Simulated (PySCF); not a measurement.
**Electronic structure of Co⁺ (cobalt, charge +1) at the UHF level**

Configuration: [Ar] 3d8, high-spin 3F determinant. Computed with PySCF 2.14 in jorge-DZP-DKH (8s6p2d1f, 43 functions), with the spin-free X2C one-electron Hamiltonian (Gaussian nucleus).

| Quantity | Value |
| --- | --- |
| Total energy | -1391.370729 hartree |
| One-electron energy | -1925.0133 hartree |
| Hartree (Coulomb) energy | 592.3309 hartree |
| Exchange energy | -58.6883 hartree |
| ⟨S²⟩ | 2.0026 |
| ⟨L²⟩ | 12.018 |
| Sum of ⟨r⟩ | 17.15 bohr |
| Sum of ⟨r²⟩ | 18.92 bohr² |
| Langevin diamagnetic susceptibility | -15.0 ×10⁻⁶ cm³/mol |
| Time after the integrals | 0.16 s of wall time on 1 thread of Neoverse-V1 (shared host) |

```json
{"shell": "1s β", "electrons": "1", "mean orbital energy (hartree)": "-285.81045", "spread (hartree)": "0", "rms radius, mean of both spins (bohr)": "0.0649"}
{"shell": "1s α", "electrons": "1", "mean orbital energy (hartree)": "-285.80984", "spread (hartree)": "0", "rms radius, mean of both spins (bohr)": "0.0649"}
{"shell": "2s α", "electrons": "1", "mean orbital energy (hartree)": "-35.51694", "spread (hartree)": "0", "rms radius, mean of both spins (bohr)": "0.276"}
{"shell": "2s β", "electrons": "1", "mean orbital energy (hartree)": "-35.45580", "spread (hartree)": "0", "rms radius, mean of both spins (bohr)": "0.276"}
{"shell": "2p α", "electrons": "3", "mean orbital energy (hartree)": "-30.29674", "spread (hartree)": "0", "rms radius, mean of both spins (bohr)": "0.249"}
{"shell": "2p β", "electrons": "3", "mean orbital energy (hartree)": "-30.23679", "spread (hartree)": "0", "rms radius, mean of both spins (bohr)": "0.249"}
{"shell": "3s α", "electrons": "1", "mean orbital energy (hartree)": "-4.75766", "spread (hartree)": "0", "rms radius, mean of both spins (bohr)": "0.839"}
{"shell": "3s β", "electrons": "1", "mean orbital energy (hartree)": "-4.57864", "spread (hartree)": "0", "rms radius, mean of both spins (bohr)": "0.839"}
{"shell": "3p α", "electrons": "3", "mean orbital energy (hartree)": "-3.19601", "spread (hartree)": "0", "rms radius, mean of both spins (bohr)": "0.913"}
{"shell": "3p β", "electrons": "3", "mean orbital energy (hartree)": "-2.98032", "spread (hartree)": "0", "rms radius, mean of both spins (bohr)": "0.913"}
{"shell": "3d α", "electrons": "5", "mean orbital energy (hartree)": "-0.74082", "spread (hartree)": "0.04752", "rms radius, mean of both spins (bohr)": "1.22"}
{"shell": "3d β", "electrons": "3", "mean orbital energy (hartree)": "-0.65506", "spread (hartree)": "0", "rms radius, mean of both spins (bohr)": "1.22"}
```

Densities and radii are taken from the X2C orbitals without a picture-change correction, which distorts them close to the nucleus.
